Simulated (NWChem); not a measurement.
The numbers come from NWChem runs, not from measurements. System: BFO, charge 0, spin multiplicity 1, displaced from the optimised geometry. Level: MP2/cc-pVDZ, 3 core orbitals frozen, spin-restricted.

Job file:

```
start mol
memory heap 200 mb stack 900 mb global 1100 mb
geometry units angstroms nocenter noautoz noautosym
  F      0.000000     0.000000    -1.516894
  B      0.000000     0.000000     0.086519
  O      0.000000     0.000000     1.291664
end
basis spherical
  * library cc-pvdz
end
scf
  rhf
  nopen 0
  maxiter 100
  thresh 1e-7
  semidirect memsize 60000000 filesize 0
end
mp2
  freeze core 3
end
task mp2 energy
```

Part of the output:

```
             Northwest Computational Chemistry Package (NWChem) 7.3.0
             --------------------------------------------------------

                                NWChem Input Module
                                -------------------

 Scaling coordinates for geometry "geometry" by  1.889725989
 (inverse scale =  0.529177249)

                             Geometry "geometry" -> ""
                             -------------------------

 Output coordinates in angstroms (scale by  1.889725989 to convert to a.u.)

  No.       Tag          Charge          X              Y              Z
 ---- ---------------- ---------- -------------- -------------- --------------
    1 F                    9.0000     0.00000000     0.00000000    -1.51689400
    2 B                    5.0000     0.00000000     0.00000000     0.08651900
    3 O                    8.0000     0.00000000     0.00000000     1.29166400

 Effective nuclear repulsion energy (a.u.)      45.9813180399

            Nuclear Dipole moment (a.u.)
            ----------------------------
        X                 Y               Z
 ---------------- ---------------- ----------------
     0.0000000000     0.0000000000    -5.4540118750


 Summary of "ao basis" -> "" (spherical)
 ------------------------------------------------------------------------------
       Tag                 Description            Shells   Functions and Types
 ---------------- ------------------------------  ------  ---------------------
 *                          cc-pvdz                   on all atoms

 Summary of "ao basis" -> "ao basis" (spherical)
 ------------------------------------------------------------------------------
       Tag                 Description            Shells   Functions and Types
 ---------------- ------------------------------  ------  ---------------------
 F                          cc-pvdz                  6       14   3s2p1d
 B                          cc-pvdz                  6       14   3s2p1d
 O                          cc-pvdz                  6       14   3s2p1d

                                 NWChem SCF Module
[...]
     1   1 0 0      0.000000      0.000000      0.000000
     1   0 1 0      0.000000      0.000000      0.000000
     1   0 0 1     -0.336657      0.000000     -5.454012

     2   2 0 0    -10.555910      0.000000      0.000000
     2   1 1 0      0.000000      0.000000      0.000000
     2   1 0 1      0.000000      0.000000      0.000000
     2   0 2 0    -10.555910      0.000000      0.000000
     2   0 1 1      0.000000      0.000000      0.000000
     2   0 0 2    -16.238863      0.000000    121.749372

                   NWChem MP2 Semi-direct Energy/Gradient Module
                   ---------------------------------------------

  Basis functions       =     42
  Molecular orbitals    =     42
  Frozen core           =      3
  Frozen virtuals       =      0
  Active alpha occupied =      8
  Active beta occupied  =      8
  Active alpha virtual  =     31
  Active beta virtual   =     31
  Use MO symmetry       = F
  Use skeleton AO sym   = F

  AO/Fock/Back tols     =   1.0D-09  1.0D-09  1.0D-09

 GA uses MA = F    GA memory limited = T

 Available:
  local mem=  1.26D+08
 global mem=  1.44D+08
 local disk=  0.00D+00
  mp2_memr nvloc                    31
  nvloc new                    31
   1 passes of   8:        3145728                       9922                    763643.
   1 passes of   8: M    126154598           G      144175672           F     123008870.

 Semi-direct pass number   1 of   1  for RHF alpha+beta  at        0.3s
  vrange nnbf                   902
  mp2_eaftype                    10  avail_ma_in_mb                  1099
 EAF : mp2_eaftype filesize          10     381822.
  mp2_eaf for mointskh                     10
Node 0 wrote      1.8 Mb in      0.0 s     Agg I/O rate:   742.8 Mb/s
 Done moints_semi at        0.8s
  mp2_eaftype                    10  avail_ma_in_mb                  1089
 EAF : mp2_eaftype filesize          10     381822.
  mp2_eaf for kh                    10
 Done maket at        0.8s
 Done multipass loop at        0.8s

          -------------------------------------------
          SCF energy                -199.022789311519
          Correlation energy          -0.460226519527
          Singlet pairs               -0.271414288569
          Triplet pairs               -0.188812230958
          Total MP2 energy          -199.483015831046
          -------------------------------------------

          ---------------------------------------------------
                    Spin Component Scaled (SCS) MP2
          Same spin pairs                     -0.125874820638
          Same spin scaling factor             0.333333333333
          Opposite spin pairs                 -0.334351698889
          Opposite spin scaling fact.          1.200000000000
          SCS-MP2 correlation energy          -0.443180312212
          Total SCS-MP2 energy              -199.465969623732
          ---------------------------------------------------

 -----------------------
 Performance information
 -----------------------

 Timer overhead =  1.46D-07 seconds/call

               Nr. of calls         CPU time (s)                 Wall time (s)                GFlops
             ---------------    -------------------     ------------------------------   -------------------
Name         Min   Avg   Max    Min     Avg     Max     Min     Avg     Max   Mx/calls   Min     Max     Sum
mp2: moin     1     1     1   0.47    0.47    0.47     0.47    0.47    0.47    0.47      0.0     0.0     0.0
mp2: make     1     1     1   2.63E-2 2.63E-2 2.63E-2  2.63E-2 2.63E-2 2.63E-2 2.63E-2   0.0     0.0     0.0
mp2: tota     1     1     1   0.51    0.51    0.51     0.51    0.51    0.51    0.51      0.0     0.0     0.0

 The average no. of pstat calls per process was 3.00D+00
 with a timing overhead of 4.38D-07s

 Task  times  cpu:        0.8s     wall:        0.8s

 Total times  cpu:        0.8s     wall:        0.8s
```
